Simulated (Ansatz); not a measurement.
A run on CH3F3SeSi, SMILES `C[Se][Si](F)(F)F` with other settings.

```yaml
crystal:
  periodic: [false, false, false]
  atoms:
    - {symbol: C, position_ang: [-0.160042, -1.247482, 0.982487]}
    - {symbol: Se, position_ang: [1.402002, -0.434566, 0.112005]}
    - {symbol: Si, position_ang: [0.250514, 1.152784, -0.932244]}
    - {symbol: F, position_ang: [-0.842206, 0.572094, -1.911845]}
    - {symbol: F, position_ang: [1.238905, 2.045374, -1.771342]}
    - {symbol: F, position_ang: [-0.538496, 2.091037, 0.061814]}
    - {symbol: H, position_ang: [0.232097, -2.079007, 1.564246]}
    - {symbol: H, position_ang: [-0.856380, -1.617733, 0.234292]}
    - {symbol: H, position_ang: [-0.637894, -0.528801, 1.643486]}
basis:
  gaussian: {orbitals: aug-pcseg-2, point_charges: [{charge: 1.00, position_ang: [5.232, 0.484, -0.198]}]}
hamiltonian: {xc: {name: HF}}
correlation: {active_space: {window: {electrons: 2, orbitals: 1}}}
```

```sh
$ ansatz run in.yaml --threads 4 --pin off --events-out ev --progress --plain --max-ram 11315MiB
```

It prints (some lines left out):

```
Functional definition: HF
  name "HF"
  cite "Fock, Z. Phys. 61, 126 (1930) doi:10.1007/BF01340294"
  parent pbe
  exchange = exact_x
  correlation = 0
2325 factors; integrals over basis functions are off by at most 6.4e-4 eV
mean field evaluation 1: about -82368.7387 eV, gradient 4.5e1 eV
mean field evaluation 2: about -82368.8773 eV, gradient 4.5e1 eV
mean field evaluation 4: about -82372.4372 eV, gradient 3.1e0 eV
mean field evaluation 8: about -82372.4766 eV, gradient 1.7e-1 eV
mean field -82372.47680990 eV, -3027.1326886937 hartree, gradient 1.4e-6 eV, S^2 0.000000; 0 other end points of the search recorded, 0 dependent functions left out
reference -82372.47680990 eV, -3027.1326886937 hartree; 42, 42 occupied and 320, 320 virtual orbitals, 2325 factors
state -82372.47680990 eV, -3027.1326886937 hartree
Total energy: -82372.47680990 eV, -3027.1326886937 hartree
```

Run time 22 s (4 threads of an Arm Neoverse V2 on a shared host); peak host memory 1.9 GiB.
